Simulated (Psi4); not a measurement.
C₃H₅, doublet (typed; the unrestricted solution is spin-contaminated), at a GFN2-xTB geometry. Base run: CCSD/3-21G run with Psi4.

Input for Psi4:
```
memory 2 GB

molecule {
0 2
  C     1.32517045    0.17996425   -0.00948946
  C     0.06095864    0.44136230   -0.01602886
  H     2.25652235    0.69360547   -0.03009773
  H    -0.31124892    1.47566041   -0.05242127
  C    -1.04589578   -0.57280156    0.02299841
  H    -0.64250733   -1.58055333    0.05836424
  H    -1.67008190   -0.40821458    0.90058097
  H    -1.67408412   -0.47164793   -0.86130678
}

set basis 3-21g
set reference uhf

energy('ccsd')
print_variables()
```

Each row names what was changed in the base input (with any setting that the change needs).

```csv
change,ΔE vs base (kcal/mol),MP2 correlation (Eh),CC correlation without the perturbative part (Eh),basis functions
base,0.000,-0.24072,-0.28490,37
puream = off,0.000,-0.24072,-0.28490,37
puream = on,0.000,-0.24072,-0.28490,37
method = mp2,…,-0.24066,-,37
method = mp2.5,…,-0.24066,-,37
cc_type = df,-0.003,-0.24066,-0.28492,37
method = lccd,2.23,-0.24072,-,37
scf_type = pk; mp2_type = conv,0.000,-0.24072,-0.28490,37
freeze_core = on,2.84,-0.23592,-0.28037,37
method = omp2,…,-0.24066,-,37
```

Q: Some entries are withheld; supply them.

A: 
- method = mp2, ΔE vs base (kcal/mol): 27.77
- method = mp2.5, ΔE vs base (kcal/mol): 20.03
- method = omp2, ΔE vs base (kcal/mol): 21.08

Open shells are given as the SCF converged; they aren't shown to be the lowest states, and a large step between rows can be another state.
